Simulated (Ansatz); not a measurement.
`CC(=O)[O][GeH]([O]C(C)=O)[O]C(C)=O`, 23 atoms. Charge 0, multiplicity 1. Correlated methods include outer-core shells of Ge, which these sets cover unevenly. Scalar relativity is left out up to krypton. Hardware: A = 11 threads of an AMD EPYC 7R13 on a shared host and a whole NVIDIA H100 80 GB; B = 11 threads of an AMD EPYC 7R13 on a shared host. Correlated methods freeze the cores.

Task: How many basis functions does each run have, and how long does it take in Ansatz? RKS PBE0-D4/def2-SVP energy [B]; direct RPA on PBE orbitals/def2-TZVPP energy [A]; RHF-MP2/def2-QZVPP energy [A]; RKS B3LYP-D4/def2-TZVPP energy and forces [A]; RKS PBE-D4/def2-TZVPP energy and forces [A]; RKS PBE0-D4/def2-QZVPP energy [A]; RKS ωB97M-V/def2-SVP energy [B]; RKS BLYP-D4/def2-TZVPP energy [A]; RHF-CCSD(T)/def2-TZVPP energy [A]; RKS PBE0-D4/def2-TZVP relaxation (19 steps) [A]; RKS ωB97M-V/def2-QZVPP energy [A]; RHF-CCSD(T)/def2-SVP energy [A]. (Estimate.)

Result: The calculation gave: Other jobs shared the machine, so times are rough.

| level | job | functions | wall time | peak host memory (GiB) |
| --- | --- | --- | --- | --- |
| RKS BLYP-D4/def2-TZVPP | energy [A] | 560 | 3 s | 1.1 |
| RKS B3LYP-D4/def2-TZVPP | energy and forces [A] | 560 | 3.3 s | 1.6 |
| RKS PBE0-D4/def2-SVP | energy [B] | 250 | 3.6 s | 1.6 |
| RKS PBE-D4/def2-TZVPP | energy and forces [A] | 560 | 3.9 s | 1.1 |
| direct RPA on PBE orbitals/def2-TZVPP | energy [A] | 560 | 4.1 s | 3.1 |
| RKS PBE0-D4/def2-QZVPP | energy [A] | 1073 | 4.2 s | 1.7 |
| RHF-CCSD(T)/def2-SVP | energy [A] | 250 | 5.5 s | 1.6 |
| RHF-MP2/def2-QZVPP | energy [A] | 1073 | 7 s | 1.9 |
| RKS ωB97M-V/def2-QZVPP | energy [A] | 1073 | 7 s | 1.8 |
| RKS ωB97M-V/def2-SVP | energy [B] | 250 | 7.5 s | 1.7 |
| RKS PBE0-D4/def2-TZVP | relaxation (19 steps) [A] | 480 | 29 s | 1.4 |
| RHF-CCSD(T)/def2-TZVPP | energy [A] | 560 | 85 s | 1.6 |

B3LYP here is the variant with VWN-RPA as its local correlation; programs differ in this.
